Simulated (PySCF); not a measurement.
**Excitation energy of B²⁺ by level of theory**

B²⁺ [He] 2s1 (2S) → B²⁺ [He] 3d1 (2D), as a difference of total energies. Calculation: PySCF 2.14, in dyall-av3z (15s9p3d2f, 71 functions); no relativity, point nucleus. The calculations carry no spin-orbit coupling.

| method | excitation energy (eV) |
| --- | --- |
| UHF | 24.283 |
| LDA | 23.840 |
| PBE | 23.729 |
| PBE0 | 23.900 |
| r2SCAN | 23.719 |
| wB97M-V | 24.159 |
| M06 | 23.085 |
| B3LYP | 23.929 |
| HSE06 | 23.885 |

The promoted electron is Rydberg-like, and one or two diffuse shells describe it only roughly, which tends to raise the upper state.
